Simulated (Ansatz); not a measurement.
`C[O][GaH][SeH]` + `[NH]1[AlH][SiH2]1` → `[SeH][SiH]1[NH][AlH]1` + `C[O][GaH2]` at 298.15 K and 1 bar (formal exchange of groups at the Se–Ga bond).

Isolated molecules relaxed with PBE0-D4/def2-TZVP in Ansatz; ΔE leaves out vibrations. CCSD(T)/CBS adds triple-zeta CCSD(T) − MP2 to the extrapolated MP2 energy (def2 sets, frozen cores). For Ga, Se outer-core shells are correlated without core-valence functions, which leaves a few kJ/mol of doubt a bond. Scalar relativity is left out up to krypton. Each species was taken in one conformer, which may not be the lowest.

| species | CCSD(T)/CBS energy (Eh) | H − E (kJ/mol) | S (J/(mol·K)) |
| --- | --- | --- | --- |
| `C[O][GaH][SeH]` | -4440.92521 | 170.6 | 365.5 |
| `[NH]1[AlH][SiH2]1` | -588.19433 | 117.1 | 284.8 |
| `[SeH][SiH]1[NH][AlH]1` | -2988.93987 | 124.9 | 346.6 |
| `C[O][GaH2]` | -2040.16771 | 160.8 | 303.8 |

H − E and S are ideal-gas, rigid-rotor, harmonic terms from PBE0-D4/def2-TZVP, for one conformer and one mirror image of each species. 1 Eh = 2625.50 kJ/mol, R = 8.31446 J/(mol·K).

**Question.** By hand: ΔE, ΔH, ΔS and ΔG.

**Answer.** ΔE = (-2988.93987) + (-2040.16771) − (-4440.92521) − (-588.19433) = 0.01196 Eh = 31.4 kJ/mol. Δ(H − E) = 124.9 + 160.8 − 170.6 − 117.1 = -2.0, so ΔH = 29.4 kJ/mol. ΔS = 346.6 + 303.8 − 365.5 − 284.8 = 0.1 J/(mol·K). ΔG = 29.4 − 298.15 × (0.1)/1000 = 29.4 kJ/mol.

**Question.** By hand: the equilibrium constant, and the temperature at which ΔG would vanish if ΔH and ΔS stayed fixed.

**Answer.** log₁₀ K = −ΔG/(RT ln 10) = -5.2. ΔG = 0 at ΔH/ΔS = 294000 K, far beyond where these terms or the molecules hold.

The number of gas molecules stays the same, so ΔS is small and ΔH decides. A doubt of 5 kJ/mol in ΔE shifts log₁₀ K by 0.9 here. Other conformers and mirror images would add mixing entropy, several J/(mol·K) or more a flexible species. These are equilibria of isolated gas molecules and say nothing of rates. Largest T1 diagnostic: 0.015 (customary marks: 0.02 for closed shells, 0.045 for open ones).
